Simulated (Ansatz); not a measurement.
Coupled-cluster diagnostics for the cluster LaCl3, Ansatz.

Geometry of the singlet (PBE0-D4/def2-SVP):

```xyz
4

La   -0.1862   -0.1831   -0.1015
Cl   -1.4088    0.4018    2.1192
Cl   -0.2766    1.5515   -2.0384
Cl    1.8715   -1.7703    0.0207
```

In the def2 sets La takes a core potential; there is no spin–orbit coupling. Correlated methods freeze 15 core orbitals; core or outer-core shells of La are correlated, in sets that lack core-valence functions. The structure comes from a short search, and lower isomers may exist.

Task: Estimate the CCSD(T) correlation energy, the shares of MP2 and (T), T1 and the reference's ⟨S²⟩ for: charge 0, singlet, own geometry in def2-TZVPP; and the rough time on 4 threads of Arm Neoverse V2 on a shared host.

Result: 
```json
{"state": "charge 0, singlet, own geometry", "basis": "def2-TZVPP", "correlation (eV)": "-23.933", "MP2 share (%)": "90.4", "(T) share (%)": "4.1", "T1": "0.011", "⟨S²⟩ (pure)": "0.00 (0.00)", "wall time": "35 s"}
```
Customary marks for T1 are 0.02 (closed shells), 0.045 (open shells) and about 0.05 (3d metals). T1 stays under 0.02 throughout.
